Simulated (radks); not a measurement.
The mean radii <r> (bohr) of the occupied orbitals of an atom or ion are listed with their occupations. Method: Dirac Kohn-Sham, LDA (Slater exchange, Perdew-Wang correlation), spin-unpolarised, spherical densities, finite nucleus; Fermi nuclear charge, rms radius of each element as measured or else 0.836 A^(1/3) + 0.57 fm; computed with a radial shooting solver on a logarithmic mesh with Libxc functionals.

| orbital | occ. | <r> |
|---|---|---|
| 1s1/2 | 1 | 0.02808 |

Name the element and its charge. Open shells, if any, fill j = l - 1/2 first.

Answer. Z = 51, antimony, charge +50: Sb50+ in 1s1. The 1s radius gives Z: for a bare nucleus <r> = (2 gamma + 1)/(2Z) with gamma = sqrt(1 - (Z/c)^2), 0.028 bohr for Z = 51, and the self-interaction of the functional makes it slightly larger (0.02808 here). The occupations add up to 1, and the charge is Z minus that.
